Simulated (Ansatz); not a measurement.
Q: Name a neutral molecule of B, C, Cl, O, Si and H with LUMO energy (B3LYP/def2-TZVPP) between -1.10 and -0.80 eV and HOMO–LUMO gap (PBE/def2-TZVPP) between 5.35 and 5.65 eV (Ansatz, PBE0-D4/def2-TZVP geometry).

A: `BOC[SiH2]Cl` (-0.90 eV, 5.63 eV). Other molecules can fit too; these were computed, each in one conformer that needn't be the lowest.

B3LYP here is the variant with VWN-RPA as its local correlation; programs differ in this.
